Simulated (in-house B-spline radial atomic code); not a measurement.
Results of a calculation; reference values are marked as such.
## Xe in an electron gas of r_s = 1.5: phase shifts, screening and friction

A nucleus sits in a uniform electron gas with a rigid positive background. The Kohn-Sham equations are solved self-consistently in the spin-unpolarised LDA (PW92), non-relativistic, on B-splines with outgoing waves at the boundary and partial waves to l = 8. The model has no lattice, no bands and no magnetic solution. Atomic units; δ_l are the phase shifts at the Fermi level, counted so that each bound state adds π, and good to about 0.0005.

The density parameter is r_s = 1.5 bohr.

```
l  δ_l (rad)
0    13.0068
1    10.6070
2     7.0728
3     0.5569
4     0.0561
5     0.0143
6     0.0041
7     0.0013
8     0.0005
```

Bound levels below the band bottom (hartree): d -23.73, s -6.111, p -4.501, d -1.736, s -0.2564 and deeper ones.

Question: Check the Friedel sum rule, and say where the screening charge sits.

Answer: k_F = (9π/4)^(1/3)/r_s = 1.27944. The rule is Z = (2/π) Σ (2l + 1) δ_l. The terms are s 8.280, p 20.258, d 22.513, f 2.482 and 0.473 beyond, in all 54.007 against Z = 54. Bound states hold 10 s, 18 p, 20 d electrons, so the scattering states carry 6.01 in all; where a term is smaller than its bound count, the bound level has drawn weight out of the band.

Question: Find the transport cross section and the electronic stopping of a 1 keV Xe ion (mass 131.29 u).

Answer: σ_tr = (4π/k_F²) Σ (l + 1) sin²(δ_l − δ_(l+1)). The terms for l = 0 to 3 are 0.4564, 0.2928, 0.1596, 0.9221, all together 1.8403, so σ_tr = 7.677 × 1.8403 = 14.127 bohr². With n = 3/(4π r_s³) = 0.07074, the friction coefficient is Q = n k_F σ_tr = 1.2785. For v well below v_F = 1.279, dE/dx = Q v; with 24801 eV per u at v = 1, v = √(1000/(24801 × 131.29)) = 0.0175, so dE/dx = 0.02241 hartree/bohr = 11.5 eV/nm. The largest term couples the f and g waves.
